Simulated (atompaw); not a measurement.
## Before and after: PAW (atompaw) potential for carbon

atompaw 4.2.0.5 input, output lines left out:

```
C 6
GGA-PBE loggrid 1500 logderivrange -3 5 201
2 2 0 0 0 0
2 1 2
0 0 0
c
v
v
2
2.70 2.15 1.85 1.90
y
0.85
n
y
0.9
n
y
0.4
n
custom polynom vanderbiltortho sinc
bessel
1.35
1.35
2.70
2.70
2.70
```

Change: waves 2s (bound); 2s channel at 0.85 Ry; 2p (bound); 2p channel at 0.9 Ry; 3d channel at 0.4 Ry; augmentation sinc compensation charge, radius 2.15 bohr; PAW radius 2.70 bohr; waves and projectors: bloechl.

Cutoffs: the cutoffs (Ry, on a coarse ladder) from which the occupation-weighted sum of valence levels, in a spherical-Bessel basis at the reference potential, stays within 10 and 1 mRy of its value at 400 Ry; they do not see the model core or the augmentation charge, which bear on the density cutoff.

Question: What does the change do?

Answer: The potential gets softer (15 Ry and 30 Ry → 12 Ry and 15 Ry); the range in which the p phases agree widens (upper end 1.6 → at the end of the scan); neither file shows a bound ghost.

```tsv
quantity	base	changed
cutoff, loose	15 Ry	12 Ry
cutoff, tight	30 Ry	15 Ry
loose cutoff by channel (10 mRy a level)	s 8 Ry, p 8 Ry	s 8 Ry, p 10 Ry
bound ghosts	none	none
s: phases at 2.71 bohr within 0.05 rad from the reference energy up to (Ry; the scan ends near 5)	to the end of the scan	to the end of the scan
p: phases at 2.71 bohr within 0.05 rad from the reference energy up to (Ry; the scan ends near 5)	1.6	to the end of the scan
d: phases at 2.71 bohr within 0.05 rad from the reference energy up to (Ry; the scan ends near 5)	3.6	4.1
lowest overlap eigenvalue by channel	s 0.36, p 0.92, d 1.00	s 0.69, p 1.00, d 1.00
```

 The cutoffs see the waves, projectors and local potential, not the compensation charge or the core.
